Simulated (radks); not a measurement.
Q: Ho36+, 31 electrons, occupied as [Ar] 3d10 4s2 4p1. All-electron calculation, scalar-relativistic Kohn-Sham, PBEsol, spin-polarised, spherical densities, finite nucleus; open shells are filled with parallel spins first (spin-orbit coupling, left out, can overturn this in heavy ions); Fermi nuclear charge, rms radius 5.2022 fm. Program: a radial shooting solver on a logarithmic mesh with Libxc functionals. Some entries of the table are withheld. Estimate them.

orbital,occ.,eigenvalue (eV),<r> (bohr),<r^2> (bohr^2)
1s up,1,-57000.75,0.02075,0.0005885
1s down,1,-56999.88,0.02074,0.0005885
2s up,1,-10788.56,0.08798,0.009143
2s down,1,-10788.05,0.08798,0.009143
2p up,3,-9736.690,0.07792,0.007410
2p down,3,-9735.933,0.07792,0.007410
3s up,1,-3509.748,0.2265,0.05851
3s down,1,-3508.857,0.2264,0.05848
3p up,3,-3187.260,0.2245,0.05829
3p down,3,-3186.256,0.2244,0.05825
3d up,5,-2788.786,0.2026,0.04789
3d down,5,-2787.862,0.2025,0.04785
4s up,1,-1659.929,0.4566,0.2341
4s down,1,-1654.367,0.4565,0.2340
4p up,1,-1538.150,0.4667,(1)
4p down,0,-1532.609,0.4667,(2)
4d up,0,(3),(4),0.2458
4d down,0,(5),(6),0.2458
5s up,0,-966.9960,0.7703,0.6632
5s down,0,-964.5209,0.7711,0.6646

A: 
(1) 4p up <r^2> (bohr^2): 0.2461
(2) 4p down <r^2> (bohr^2): 0.2462
(3) 4d up eigenvalue (eV): -1384.427
(4) 4d up <r> (bohr): 0.4639
(5) 4d down eigenvalue (eV): -1379.170
(6) 4d down <r> (bohr): 0.4638
